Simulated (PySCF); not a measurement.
HOSi (SMILES O=[SiH]), doublet, geometry from GFN2-xTB. Base run: PySCF with DF-TPSS/STO-3G.

Here is a job for PySCF.
```python
from pyscf import gto, scf, dft

mol = gto.M(
    atom='''
O     0.935165   -0.417181   -0.004275
Si   -0.411307    0.264718    0.008311
H    -1.723023   -0.368613   -0.082152
''',
    basis='sto-3g',
    charge=0,
    spin=1,
    verbose=4,
)

mf = dft.UKS(mol)
mf.xc = 'tpss'
mf = mf.density_fit(auxbasis='def2-universal-jkfit')
mf.kernel()
mf.analyze()
```

Each row names what was changed in the base input (with any setting that the change needs).

| change | basis functions | E (Eh) | HOMO (eV) | dipole (D) | core-seconds (rough) |
|---|---|---|---|---|---|
| base | 15 | -360.84543 | -1.28 | 1.19 | 6 |
| basis = pcseg-0 | 24 | … | … | … | 7 |
| basis = 3-21G | 24 | -363.32402 | -5.34 | 2.29 | 7 |
| basis = cc-pVDZ | 37 | -365.28827 | -5.66 | 2.72 | 9 |
| basis = def2-SVP | 37 | -365.13794 | -5.73 | 2.72 | 9 |
| basis = 6-31G** | 37 | -365.27039 | -5.68 | 2.78 | 10 |
| basis = aug-cc-pVDZ | … | … | -5.88 | … | 10 |
| basis = 6-311+G(2d,p) | … | … | … | … | 10 |
| basis = cc-pV(T+d)Z | … | … | -5.88 | … | 10 |
| basis = def2-TZVPP | 87 | -365.34191 | -5.91 | 3.05 | 10 |
| basis = def2-TZVPD | 92 | -365.34276 | -5.96 | 3.12 | 10 |
| basis = cc-pVQZ | 144 | -365.35067 | -5.92 | 3.06 | 20 |
| basis = def2-QZVP | 157 | -365.35670 | -5.95 | 3.11 | 20 |

Task: What belongs in the gaps?

Result: 
- basis = pcseg-0, E (Eh): -364.70673
- basis = pcseg-0, HOMO (eV): -5.64
- basis = pcseg-0, dipole (D): 2.67
- basis = aug-cc-pVDZ, basis functions: 59
- basis = aug-cc-pVDZ, E (Eh): -365.29994
- basis = aug-cc-pVDZ, dipole (D): 3.03
- basis = 6-311+G(2d,p), basis functions: 68
- basis = 6-311+G(2d,p), E (Eh): -365.33267
- basis = 6-311+G(2d,p), HOMO (eV): -5.97
- basis = 6-311+G(2d,p), dipole (D): 3.16
- basis = cc-pV(T+d)Z, basis functions: 83
- basis = cc-pV(T+d)Z, E (Eh): -365.34267
- basis = cc-pV(T+d)Z, dipole (D): 2.96

Totals compare only among sets that treat the same electrons; sets with core potentials leave the core out.

Open shells are given as the SCF converged; they aren't shown to be the lowest states, and a large step between rows can be another state.
